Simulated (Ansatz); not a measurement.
Consider the formal exchange of groups at the Si–F bond: `CO[Si](N)(F)F` + CH₄ → `CO[Si](C)(N)F` + H–F.

Calculated with Ansatz (gas phase, PBE0-D4/def2-TZVP geometries, no zero-point term in ΔE). CBS: MP2 limit from def2 TZ/QZ plus the TZ coupled-cluster correction, frozen cores. This one scheme is used for every species. Functionals use def2-TZVPP. One conformer a species, not always the lowest.

Question: Is it downhill or uphill in electronic energy at CCSD(T)/CBS, and by how much? (Estimate.)

Answer: Computed: Uphill: ΔE = +154.5 kJ/mol.

Question: What do these levels give: B2PLYP, HF/def2-TZVPP, CCSD/def2-TZVPP, HF/def2-QZVPP, HF/CBS(def2), CCSD/CBS(def2)? (Best estimate.)

Answer: Computed: B2PLYP 164.1, HF/def2-TZVPP 183.7, CCSD/def2-TZVPP 159.6, HF/def2-QZVPP 185.9, HF/CBS(def2) 186.2, CCSD/CBS(def2) 158.1 kJ/mol.

Largest T1 diagnostic among the species: 0.011.

In def2-TZVPP, CCSD(T) changes the Hartree–Fock value by −27.8 kJ/mol (the triples alone add −3.6 kJ/mol) and MP2 by −29.0 kJ/mol. From PBE to PBE0 (25 % exact exchange), in def2-TZVPP and without D4, ΔE moves by +3.5 kJ/mol.
